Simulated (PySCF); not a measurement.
Pr (praseodymium, neutral) across methods

[Xe] 4f4 6s1, one real determinant (an excited configuration). All numbers are calculated (PySCF 2.14, scalar relativity by spin-free X2C-1e, in ANO-RCC-VTZP).

```csv
method,E (hartree),mean ε 5p β (eV),mean ε 6s α (eV),mean ε 4f α (eV),Σ⟨r²⟩ (bohr²),⟨S²⟩
LDA,-9228.55,-16.829,-2.829,2.919,77.91,8.751
PBE0,-9235.72,-18.056,-3.040,1.507,79.12,8.751
PBE,-9235.75,-16.636,-2.662,2.952,78.63,8.751
UHF,-9232.40943,-21.135,-3.834,-2.767,82.32,8.753
```

Estimate the same row for r2SCAN.

E (hartree) = -9236.09; mean ε 5p β (eV) = -17.064; mean ε 6s α (eV) = -2.737; mean ε 4f α (eV) = 2.907; Σ⟨r²⟩ (bohr²) = 79.26; ⟨S²⟩ = 8.752.

⟨L²⟩ = 34.02 against 42 for a pure I term, so this real determinant mixes terms. Spin-orbit coupling, absent here, splits the open shell strongly.

The highest occupied level is positive at LDA, PBE0, PBE, r2SCAN: only the finite basis holds that electron, which in a density functional comes from self-interaction.
